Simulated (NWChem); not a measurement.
Species: SiBrF, singlet; SMILES F[Si]Br

Computed with NWChem. Medium grid unless said otherwise, to which SCAN and Minnesota functionals are sensitive. Low-valent species are run as closed-shell singlets; no triplet was tried in these runs. Structure relaxed at the B3LYP/6-31G* (spherical d) level.

### Question
Among these, which level gives the highest value of “dipole (D)”?
(A) LRC-wPBEh/def2-SVP
(B) BHandHLYP/def2-SVP
(C) M05-2X/def2-SVP
(D) B97-D/def2-SVP

### Answer
C, M05-2X/def2-SVP. Values: B97-D/def2-SVP 1.13; LRC-wPBEh/def2-SVP 1.31; BHandHLYP/def2-SVP 1.48; M05-2X/def2-SVP 1.61
